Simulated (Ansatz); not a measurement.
Geometry optimisation, RHF/6-31G* (Ansatz 0.2.0).

input.yaml

```yaml
crystal:
  periodic: [false, false, false]
  atoms:
    - { symbol: Si, position_ang: [-0.115064, 0.247652, -0.051851] }
    - { symbol: Cl, position_ang: [-0.130418, 0.628542, 2.040734] }
    - { symbol: Si, position_ang: [2.089373, 0.220562, -0.835282] }
    - { symbol: H, position_ang: [2.311383, -0.943875, -1.7138] }
    - { symbol: H, position_ang: [2.323901, 1.442883, -1.645104] }
    - { symbol: H, position_ang: [3.075792, 0.219696, 0.260143] }
    - { symbol: "N", position_ang: [-0.974678, 1.465735, -0.903525] }
    - { symbol: H, position_ang: [-1.966616, 1.54916, -0.816858] }
    - { symbol: H, position_ang: [-0.557151, 2.352469, -1.092131] }
    - { symbol: H, position_ang: [-0.89704, -0.984664, -0.195165] }
    - { symbol: "N", position_ang: [1.356082, -2.106649, 1.153517] }
    - { symbol: H, position_ang: [0.883928, -2.968172, 0.950648] }
    - { symbol: H, position_ang: [2.307529, -2.335278, 1.376408] }
    - { symbol: H, position_ang: [0.935179, -1.71746, 2.004268] }
basis:
  gaussian: { orbitals: "6-31G*" }
hamiltonian:
  xc: hf
relax:
  f_tol: 0.03
  max_steps: 50
output:
  orbitals: {}
```

Launched with:

```bash
$ ansatz run input.yaml --threads 2 --pin off --max-ram 3072MiB --backend cpu --events-out ev --progress --plain --runs-dir out
```

Q: Where does it end, and by what steps?

A: The forces met the threshold. After 7 steps the energy has fallen by 0.079 eV; H14 moved furthest, 0.36 Å.

```json
{"step": "0", "energy less start (eV)": "0.0000", "largest force component (eV/Å)": "0.919", "accepted": "yes"}
{"step": "1", "energy less start (eV)": "-0.0613", "largest force component (eV/Å)": "0.334", "accepted": "yes"}
{"step": "2", "energy less start (eV)": "-0.0719", "largest force component (eV/Å)": "0.128", "accepted": "yes"}
{"step": "3", "energy less start (eV)": "-0.0755", "largest force component (eV/Å)": "0.201", "accepted": "yes"}
{"step": "4", "energy less start (eV)": "-0.0764", "largest force component (eV/Å)": "0.174", "accepted": "yes"}
{"step": "5", "energy less start (eV)": "-0.0777", "largest force component (eV/Å)": "0.064", "accepted": "yes"}
{"step": "6", "energy less start (eV)": "-0.0782", "largest force component (eV/Å)": "0.041", "accepted": "yes"}
{"step": "7", "energy less start (eV)": "-0.0786", "largest force component (eV/Å)": "0.024", "accepted": "yes"}
```

```xyz
14
Properties=species:S:1:pos:R:3
Si -0.181 0.368 -0.043
Cl -0.204 0.898 2.002
Si 2.043 0.251 -0.772
H 2.238 -0.907 -1.666
H 2.324 1.475 -1.564
H 3.008 0.214 0.340
N -1.015 1.513 -1.012
H -2.008 1.605 -0.948
H -0.590 2.384 -1.250
H -0.955 -0.877 -0.096
N 1.465 -2.263 1.196
H 0.912 -3.069 0.972
H 2.418 -2.567 1.264
H 1.186 -1.954 2.109
```

Time of the run: 12 s on 2 threads of Intel(R) Xeon(R) 6975P-C (Granite Rapids), on a shared host, peak memory 0.25 GiB.
